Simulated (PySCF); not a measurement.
Kr¹⁶⁺: ionisation energy

Kr¹⁶⁺ [Ar] 3d2 (3F) → Kr¹⁷⁺ [Ar] 3d1 (2D), as a difference of total energies. Computed with PySCF 2.14 in an uncontracted even-tempered set (19 s from 1.4 bohr⁻², ratio 2.5; 12 p from 1.8 bohr⁻², ratio 2.5; 8 d from 1.8 bohr⁻², ratio 2.5; 4 f from 6.2 bohr⁻², ratio 2.7; 4 g from 9.3 bohr⁻², ratio 2.7), with scalar relativity by spin-free X2C-1e. Correlated levels: outer shells: [Ne] frozen; virtual orbitals above 40 to 60 times the deepest correlated orbital energy dropped. The calculations carry no spin-orbit coupling.

```csv
method,ionisation energy (eV)
UHF,590.47
LDA,590.92
PBE,591.04
PBE0,591.25
r2SCAN,591.93
MP2 (outer shells),590.66
SCS-MP2 (outer shells),590.59
```

A first-order spin-orbit estimate (lowest level to lowest level, LS coupling) adds 0.315 eV.

Breit and QED terms and the two-electron picture change are absent.

For comparison: 591 ± 3 eV (theoretical estimate listed by NIST; NIST Atomic Spectra Database, ionization energies).
